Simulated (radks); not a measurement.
Problem. Excited configurations of the rubidium ion Rb2+: one electron is placed in a higher orbital outside [Ar] 3d10 4s2 4p4. The ground configuration is [Ar] 3d10 4s2 4p5. Calculated with a radial shooting solver on a logarithmic mesh with Libxc functionals: Dirac Kohn-Sham, PBE, spin-unpolarised, spherical densities, point nucleus; open shells fill j = l - 1/2 first. Excitation = E - E(ground); binding = E(ion) - E, where the ion is the core of charge +3; n* = 3/sqrt(2 binding) in atomic units, and the quantum defect is n - n*.

| outer orbital | excitation (eV) | binding (eV) | n* | quantum defect | eigenvalue (eV) | <r> (bohr) |
|---|---|---|---|---|---|---|
| 4f5/2 | 31.687 | 8.096 | 3.889 | 0.111 | -6.321 | 5.441 |
| 5s1/2 | 21.528 | 18.256 | 2.590 | 2.410 | -15.295 | 3.491 |
| 6f5/2 | 35.925 | 3.858 | 5.634 | 0.366 | -3.264 | 14.27 |
| 7p1/2 | 34.534 | 5.250 | 4.830 | 2.170 | -4.535 | 11.71 |
| 7d3/2 | 35.740 | 4.044 | 5.503 | 1.497 | -3.479 | 14.66 |
| 7f5/2 | 36.939 | 2.845 | 6.560 | 0.440 | -2.447 | 20.19 |

Estimate the row for 4d3/2.

Solution. excitation (eV) 21.037; binding (eV) 18.746; n* 2.556; quantum defect 1.444; eigenvalue (eV) -14.259; <r> (bohr) 2.453. The Delta-SCF ionisation energy is 39.784 eV (NIST Atomic Spectra Database: 39.247 eV, semi-empirical). Self-interaction in the functional shifts the binding energies and quantum defects, so they are the method's values and not measured ones. Spin polarisation and multiplet splitting are left out, so open shells lie too high by an amount that depends on their filling.

Beside tabulated values, note that spin-unpolarised runs miss the spin-polarisation part of the exchange energy of open shells.
